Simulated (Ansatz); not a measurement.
**Reading a saddle point**

A first-order saddle point of C2H7Ge, doublet, PBE0-D4/def2-TZVP, with one imaginary mode of 191i cm⁻¹:

```tsv
atom	x (Å)	y (Å)	z (Å)
H1	0.3869	-0.4468	0.1040
Ge2	1.8801	-0.1644	0.5463
C3	-1.3956	-0.5520	-0.4115
C4	-1.9240	0.6319	-0.5564
H5	2.0616	1.3399	0.8083
H6	2.2007	-0.9415	1.8329
H7	2.8484	-0.6022	-0.5640
H8	-1.7406	-1.5713	-0.5181
H9	-2.9646	0.7652	-0.8567
H10	-1.3529	1.5413	-0.3848
```

Program: Ansatz 0.2.0. Basis: def2-TZVPP and def2-QZVPP. Cores are frozen in the correlated methods; orbitals are unrestricted. Filled d shells of the heavier atoms are correlated. The def2 sets are not built for correlating such inner shells, so the correlated values are less sure here. Extrapolation: Hartree–Fock as exp(−7.88 √X), correlation as X^−2.97.

Task: Which contacts change along the imaginary mode, and what lies on either side? (Judge from chemistry; the calculation decides.)

Result: The calculation gives: The step is C₂H₃ ([CH][CH2]) + GeH₄ → C₂H₄ (C=C) + GeH₃, with the molecules in contact on both sides. Shortening one way: H1–C3; lengthening the same way: H1–Ge2.
```tsv
pair	one side (Å)	saddle (Å)	other side (Å)
H1–C3	3.01	1.86	1.08
H1–Ge2	1.53	1.58	3.63
```

Task: Which side is lower, and how far does the saddle lie above each? (Judge from chemistry; the value comes from the calculation.)

Result: The calculation gives: The side with H1–C3 short is lower by 1.217 eV; the saddle lies 1.364 eV above it and 0.147 eV above the other (CCSD(T) at an estimated basis limit (MP2 extrapolated from triple and quadruple zeta, plus CCSD(T) − MP2 in triple zeta); electronic energies).

The T1 diagnostic stays at or below 0.028. ⟨S²⟩ of the unrestricted Hartree–Fock references: 0.79 to 0.96 (a pure state has 0.75). The unrestricted reference is spin-contaminated, which hurts MP2 most. The start structure is not quite a true minimum (one mode of 33i cm⁻¹).

Radical steps of this kind take place in plasma deposition and etching.

Labels in which every atom is bracketed show which atoms are joined, not bond orders.

For scale, one of the runs: CCSD(T)/def2-TZVPP, 208 basis functions, launched by `ansatz run in.yaml --threads 8 --pin off --events-out ev --progress --plain --max-ram 19148MiB`. Time: 36 s of wall clock on 8 CPU threads of an Intel Xeon 6975P-C; the host was shared. Peak host memory: 8.1 GiB.
